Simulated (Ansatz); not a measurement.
Computed with Ansatz.

A structure relaxed at PBE0-D4/def2-TZVP, charge 0, multiplicity 1:

```json
{"atom": "Si1", "x (Å)": "-1.4220", "y (Å)": "1.5721", "z (Å)": "-0.1842"}
{"atom": "O2", "x (Å)": "-1.4321", "y (Å)": "-0.0694", "z (Å)": "-0.1071"}
{"atom": "B3", "x (Å)": "-0.6400", "y (Å)": "-1.1332", "z (Å)": "0.1769"}
{"atom": "S4", "x (Å)": "-1.4967", "y (Å)": "-2.7185", "z (Å)": "0.4407"}
{"atom": "O5", "x (Å)": "0.7134", "y (Å)": "-1.0717", "z (Å)": "0.2697"}
{"atom": "Si6", "x (Å)": "1.9551", "y (Å)": "-0.0498", "z (Å)": "-0.0806"}
{"atom": "H7", "x (Å)": "-0.3017", "y (Å)": "2.1175", "z (Å)": "0.6278"}
{"atom": "H8", "x (Å)": "-2.7124", "y (Å)": "2.0577", "z (Å)": "0.3571"}
{"atom": "H9", "x (Å)": "-1.2689", "y (Å)": "1.9991", "z (Å)": "-1.5959"}
{"atom": "H10", "x (Å)": "-0.3806", "y (Å)": "-3.4312", "z (Å)": "0.6541"}
{"atom": "H11", "x (Å)": "3.0901", "y (Å)": "-0.8749", "z (Å)": "-0.5558"}
{"atom": "H12", "x (Å)": "2.3447", "y (Å)": "0.6949", "z (Å)": "1.1412"}
{"atom": "H13", "x (Å)": "1.5512", "y (Å)": "0.9075", "z (Å)": "-1.1439"}
```

**Question.** Give its formula and SMILES.

**Answer.** BH7O2SSi2, `[SiH3]OB(S)O[SiH3]`.

**Question.** Point group (tolerance 0.08 Å, 0.16 Å for H)?

**Answer.** C1.

**Question.** Summarise the bond lengths by kind.

**Answer.** 2 × O–Si 1.643 to 1.646 Å; 6 × H–Si 1.481 to 1.487 Å; 2 × B–O 1.356 to 1.358 Å; 1 × B–S 1.821 Å; 1 × H–S 1.341 Å.
